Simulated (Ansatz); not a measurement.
Reaction (formal exchange of groups at a C–C bond): `C=CC(=C)I` + `C=CCl` → `C=CC(=C)Cl` + `C=CI`

Program: Ansatz. Geometries: PBE0-D4/def2-TZVP. ΔE: electronic, gas phase. CCSD(T)/CBS adds triple-zeta CCSD(T) − MP2 to the extrapolated MP2 energy (def2 sets, frozen cores). This one scheme is used for every species. Functionals use def2-TZVPP. B3LYP here is the variant with VWN-RPA as its local correlation; programs differ in this. def2 core potentials past Kr. For I outer-core shells are correlated without core-valence functions, which leaves a few kJ/mol of doubt a bond. Each species was taken in one conformer, which may not be the lowest.

```
     species  B3LYP-D4 energy (Eh)
 `C=CC(=C)I`            -453.27134
     `C=CCl`            -538.25792
`C=CC(=C)Cl`            -615.69876
      `C=CI`            -375.83086
```

Q: Work out ΔE.

A: ΔE = (-615.69876) + (-375.83086) − (-453.27134) − (-538.25792) = -0.00036 Eh = -0.9 kJ/mol. CCSD(T)/CBS gives +0.3 kJ/mol.

Largest T1 diagnostic among the species: 0.011.

In def2-TZVPP, CCSD(T) changes the Hartree–Fock value by +5.9 kJ/mol (the triples alone add +1.0 kJ/mol) and MP2 by +8.3 kJ/mol.
